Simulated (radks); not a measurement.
The numbers below are computed, except where a source is named.
Q: Ionisation of Mn3+, [Ar] 3d4, to Mn4+, [Ar] 3d3, under several functionals. Scalar-relativistic Kohn-Sham, spin-polarised, spherical densities, finite nucleus; open shells are filled with parallel spins first; a radial shooting solver on a logarithmic mesh with Libxc functionals. The NIST Atomic Spectra Database gives 51.2 eV (semi-empirical). Rank these functionals by the error of their Delta-SCF ionisation energy: BP86; exchange-only PBE; LDA (Slater exchange, Perdew-Zunger correlation); RPBE; BLYP.

A: From best to worst: exchange-only PBE 51.307 eV (+0.097); BLYP 52.231 eV (+1.021); RPBE 52.293 eV (+1.083); BP86 52.367 eV (+1.157); LDA (Slater exchange, Perdew-Zunger correlation) 52.498 eV (+1.288). Open shells are spherical and high-spin; term and fine-structure splittings are not resolved.
